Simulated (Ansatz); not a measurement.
Program: Ansatz. Geometries: PBE0-D4/def2-TZVP. ΔE: electronic, gas phase. CCSD(T)/CBS adds triple-zeta CCSD(T) − MP2 to the extrapolated MP2 energy (def2 sets, frozen cores). DFT in def2-TZVPP. B3LYP here is the variant with VWN-RPA as its local correlation; programs differ in this. HSE06 is defined as in plane-wave codes. Each species was taken in one conformer, which may not be the lowest.

`CCC#CCCC` → `C=C1CCCCC1`  (isomerisation)

`CCC#CCCC`:

```xyz
19

C    -0.573   -1.997   -2.142
C    -1.444   -0.748   -2.037
C    -1.058    0.118   -0.934
C    -0.723    0.817   -0.013
C    -0.288    1.653    1.095
C     1.174    1.421    1.486
C     1.444    0.008    1.969
H    -0.637   -2.591   -1.229
H    -0.893   -2.619   -2.980
H     0.474   -1.726   -2.294
H    -2.494   -1.038   -1.915
H    -1.394   -0.182   -2.974
H    -0.434    2.705    0.829
H    -0.930    1.463    1.963
H     1.435    2.141    2.269
H     1.809    1.648    0.625
H     1.194   -0.721    1.195
H     0.843   -0.227    2.853
H     2.495   -0.126    2.234
```

`C=C1CCCCC1`:

```xyz
19

C     0.727   -2.267   -0.516
C     0.627   -0.958   -0.314
C     0.185   -0.002   -1.380
C    -1.010    0.828   -0.911
C    -0.717    1.516    0.414
C    -0.297    0.513    1.478
C     0.899   -0.318    1.014
H     1.034   -2.941    0.277
H     0.509   -2.709   -1.483
H    -0.051   -0.540   -2.301
H     1.015    0.681   -1.609
H    -1.275    1.565   -1.675
H    -1.877    0.168   -0.793
H    -1.594    2.079    0.750
H     0.087    2.249    0.271
H    -0.056    1.025    2.414
H    -1.135   -0.161    1.692
H     1.160   -1.076    1.757
H     1.767    0.348    0.915
```

```csv
level,ΔE (kJ/mol),difference from CCSD(T)/CBS
LDA (SPW92),-157.3,-32.6
PBE-D4,-127.7,-3.0
revPBE-D4,-133.6,-8.9
BLYP-D4,-108.5,16.2
r2SCAN-D4,-128.7,-4.0
B97M-V,-126.6,-1.9
PBE0-D4,-138.2,-13.5
r2SCANh-D4,-131.8,-7.1
r2SCAN0-D4,-136.5,-11.8
HSE06-D4,-137.6,-12.9
BHLYP-D4,-126.4,-1.7
CAM-B3LYP-D4,-123.7,1.0
ωB97X-V,-134.7,-10.0
ωB97M-V,-127.6,-2.9
B2PLYP,-108.5,16.2
PBE-QIDH,-136.1,-11.4
PBE,-118.1,6.6
revPBE,-102.4,22.3
BLYP,-86.8,37.9
PBE0,-130.2,-5.5
B3LYP,-101.8,22.9
r2SCANh,-129.5,-4.8
r2SCAN0,-134.0,-9.3
HSE06,-130.3,-5.6
CAM-B3LYP,-115.8,8.9
LC-ωPBE,-135.1,-10.4
RPA@PBE/def2-TZVPP,-127.5,-2.8
HF/def2-SVP,-109.8,14.9
CCSD(T)/def2-SVP,-131.8,-7.1
HF/def2-TZVPP,-102.0,22.7
MP2/def2-TZVPP,-122.0,2.7
SCS-MP2/def2-TZVPP,-115.1,9.6
CCSD/def2-TZVPP,-124.0,0.7
CCSD(T)/def2-TZVPP,-125.7,-1.0
HF/def2-QZVPP,-101.9,22.8
MP2/def2-QZVPP,-121.4,3.3
SCS-MP2/def2-QZVPP,-114.5,10.2
HF/CBS(def2),-101.9,22.8
MP2/CBS(def2),-121.0,3.7
CCSD/CBS(def2),-123.1,1.6
CCSD(T)/CBS,-124.7,0
```

Largest T1 diagnostic among the species: 0.010.

The D4 term adds −15.5 kJ/mol with B3LYP and −8.0 kJ/mol with PBE0; it sums over pairs of atoms, weighted by their polarisabilities, and B3LYP, whose exchange is more repulsive, gets the larger term. In def2-TZVPP, CCSD(T) changes the Hartree–Fock value by −23.6 kJ/mol (the triples alone add −1.6 kJ/mol) and MP2 by −19.9 kJ/mol.
